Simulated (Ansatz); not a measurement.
Geometry optimisation, RKS PBE/def2-SVP (Ansatz 0.2.0).

Input:

```yaml
crystal:
  periodic: [false, false, false]
  atoms:
    - { symbol: Ti, position_ang: [-0.1313, -0.298672, 0.08111] }
    - { symbol: "N", position_ang: [-0.268551, -0.428193, 2.069909] }
    - { symbol: H, position_ang: [-0.980626, 0.045621, 2.636263] }
    - { symbol: H, position_ang: [0.506506, -0.738077, 2.666391] }
    - { symbol: O, position_ang: [1.595024, -0.270759, -0.38878] }
    - { symbol: H, position_ang: [2.190968, -0.974251, -0.70261] }
    - { symbol: O, position_ang: [-1.003307, 1.158027, -0.487376] }
    - { symbol: H, position_ang: [-1.942075, 1.259755, -0.72735] }
    - { symbol: Cl, position_ang: [-1.08782, -2.080149, -0.857657] }
    - { symbol: Si, position_ang: [1.683224, 2.653352, 1.272793] }
    - { symbol: H, position_ang: [3.112873, 2.464014, 1.707816] }
    - { symbol: H, position_ang: [1.638301, 2.789155, -0.220369] }
    - { symbol: H, position_ang: [1.168192, 3.929307, 1.887971] }
    - { symbol: H, position_ang: [0.870791, 1.512471, 1.752391] }
basis:
  gaussian: { orbitals: def2-SVP }
hamiltonian:
  xc: pbe
relax:
  f_tol: 0.03
  max_steps: 50
output:
  orbitals: {}
```

Run as:

```bash
$ ansatz run input.yaml --threads 4 --pin off --max-ram 5120MiB --backend cpu --events-out ev --progress --plain --runs-dir out
```

Where does it end, and by what steps?

The forces met the threshold. The force dipped under the threshold on the way, but the program's further checks kept it going. After 25 steps the energy has fallen by 0.294 eV; H13 moved furthest, 1.49 Å.

| step | energy less start (eV) | largest force component (eV/Å) | accepted |
| --- | --- | --- | --- |
| 0 | 0.0000 | 1.807 | yes |
| 1 | -0.1923 | 0.623 | yes |
| 2 | -0.2190 | 0.178 | yes |
| 3 | -0.2296 | 0.341 | yes |
| 4 | -0.2065 | 1.223 | no |
| 5 | -0.2391 | 0.028 | yes |
| 6 | -0.2408 | 0.072 | yes |
| 7 | -0.2452 | 0.123 | yes |
| 8 | -0.2452 | 0.283 | yes |
| 9 | -0.2517 | 0.194 | yes |
| 10 | -0.2594 | 0.202 | yes |
| 11 | -0.2603 | 0.505 | yes |
| 12 | -0.2676 | 0.152 | yes |
| 13 | -0.2751 | 0.198 | yes |
| 14 | -0.2742 | 0.710 | no |
| 15 | -0.2786 | 0.035 | yes |
| 16 | -0.2824 | 0.087 | yes |
| 17 | -0.2829 | 0.492 | yes |
| 18 | -0.2880 | 0.110 | yes |
| 19 | -0.2898 | 0.053 | yes |
| 20 | -0.2923 | 0.107 | yes |
| 21 | -0.2922 | 0.306 | no |
| 22 | -0.2934 | 0.071 | yes |
| 23 | -0.2938 | 0.138 | yes |
| 24 | -0.2941 | 0.054 | yes |
| 25 | -0.2943 | 0.021 | yes |

```xyz
14
Properties=species:S:1:pos:R:3
Ti -0.354 -0.461 0.016
N -0.526 -0.528 1.882
H -1.249 -0.038 2.420
H 0.110 -1.022 2.519
O 1.257 0.221 -0.440
H 2.114 0.068 -0.002
O -1.653 0.594 -0.606
H -2.478 0.346 -1.061
Cl -0.530 -2.540 -0.789
Si 2.121 2.875 1.343
H 3.293 1.999 0.985
H 1.514 3.454 0.101
H 2.624 3.989 2.222
H 1.109 2.064 2.101
```

Whether the end is a true minimum wasn't checked by a vibrational analysis.

Time of the run: 63 s on 4 threads of Arm Neoverse V2 (shared host), peak memory 0.24 GiB.
